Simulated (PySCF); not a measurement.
# Bond lengths and vibrations by method: ClGeH2

All numbers below are calculated, not measured. They come from PySCF 2.14.0, an open-source quantum chemistry program, on an isolated molecule that a program drew, which may never have been made. The molecule is ClGeH2 (charge 0, doublet), drawn as the SMILES string `[Cl][GeH2]`.

The geometry was optimised and harmonic frequencies were computed with HF and MP2, all in the cc-pV(D+d)Z basis, for the commonest isotopes, with a restricted reference for singlets and an unrestricted one otherwise, and a frozen core in MP2. Germanium has the cc-pVDZ-PP basis, with a core potential (ECP10MDF) in place of its 10 inner electrons, and its 3s, 3p and 3d shells are frozen in MP2. Each result is a local minimum of its method.

Geometry at the HF minimum:
```xyz
4
ClGeH2, angstrom
Cl   -0.1482   -2.7865   -0.4785
Ge   -1.1584   -1.1426    0.5337
H    -0.0705   -0.2649    1.1604
H    -1.9757   -0.3972   -0.5262
```

Lengths of the bonds as drawn, in Å (atoms numbered as above):
```
bond,HF,MP2
Cl1-Ge2,2.179,2.175
Ge2-H3,1.532,1.540
Ge2-H4,1.532,1.540
```

Rotational constants, in GHz:
```
constant,HF,MP2
A,118,117.2
B,4.344,4.358
C,4.261,4.275
```

Harmonic frequencies in cm^-1, each column in rising order, so a row needn't be the same motion in every method:
| rank | HF | MP2 |
|---|---|---|
| 1 | 421 | 425 |
| 2 | 638 | 607 |
| 3 | 738 | ? |
| 4 | 909 | 865 |
| 5 | 2193 | 2137 |
| 6 | 2221 | 2174 |

**Estimate the missing MP2 frequency from the HF column.**

A single factor s that minimises the squared misfit of MP2 against s times HF over the other rows is sum(HF x MP2) / sum(HF^2) = 0.9744, with an rms misfit of 14 cm^-1. For rank 3 it gives 0.9744 x 738 = 719 cm^-1. The calculation gives 697 cm^-1, 22 cm^-1 below the estimate. The drawn bonds are on average 0.3 % longer in MP2 than in HF.
